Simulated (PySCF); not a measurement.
```xyz
4
charge 0 multiplicity 3, angstrom
Ru    0.0000    0.0000    0.0398
O     0.0000    0.0000    1.6927
F     1.6245    0.0000   -0.8192
F    -1.6245    0.0000   -0.8192
```

Level of theory: PySCF, UB3LYP, basis Ru def2-SVP with ECP28, O def2-SVP, F def2-SVP (scalar-relativistic core potentials, no spin–orbit coupling, density fitting).

This geometry of RuOF₂ is a stationary point at this level.

Q: What is the point group?

A: C2v.

Q: Is it a minimum?

A: Yes: all harmonic wavenumbers are real.

Q: Which band is strongest in the infrared?

A: 699 cm⁻¹ (b2), 115 km/mol.

Q: Give the ideal-gas entropy at 298.15 K and 1 bar by parts.

A: translation 171.8, rotation 101.1, vibration 33.2, spin 9.1; total 315.3 J/(mol K).

This need not be the most stable arrangement of these atoms. Other spin states or occupations of the open shell can lie lower.
